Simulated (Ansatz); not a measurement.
Q: Name a neutral molecule of C, Ga, O and H with HOMO–LUMO gap (PBE/def2-TZVPP) between 3.90 and 4.20 eV and HOMO–LUMO gap (B3LYP/def2-TZVPP) between 5.50 and 5.80 eV (Ansatz, PBE0-D4/def2-TZVP geometry).

A: `O[CH2][GaH2]` (4.04 eV, 5.64 eV); `C[CH](O)[GaH2]` (3.96 eV, 5.50 eV). Other molecules can fit too; these were computed, each in one conformer that needn't be the lowest.

B3LYP here is the variant with VWN-RPA as its local correlation; programs differ in this.
